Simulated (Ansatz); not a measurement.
The cluster Ti3⁺. Charge 1, multiplicity 2. Geometry PBE-D4/def2-TZVP; atoms count from 1.

```xyz
3

Ti    0.129   -1.340   -0.590
Ti   -0.619    0.774   -0.608
Ti    0.490    0.566    1.198
```

The charge 1 doublet is spin-contaminated (final ⟨S²⟩ up to 3.19, 0.75 for a pure state). The structure comes from a short search, and lower isomers may exist.

Q: Estimate the Mulliken populations from the PBE0/def2-TZVP orbitals of Ansatz.

A: 
| atom | charge (e) | spin (α − β) | d electrons |
| --- | --- | --- | --- |
| Ti1 | 0.31 | 2.61 | 2.77 |
| Ti2 | 0.39 | 0.98 | 2.93 |
| Ti3 | 0.30 | -2.59 | 2.85 |
Mulliken values depend strongly on the basis.

Q: Where does the spin sit?

A: Summed by element: Ti 1.00, of 1 unpaired in all. Largest on single atoms: Ti1 2.61, Ti3 -2.59, Ti2 0.98.

Q: And the Mayer bond orders between heavy atoms (over 0.3)?

A: Ti1–Ti2 1.88 (2.24 Å); Ti1–Ti3 1.03 (2.64 Å); Ti2–Ti3 1.97 (2.13 Å).
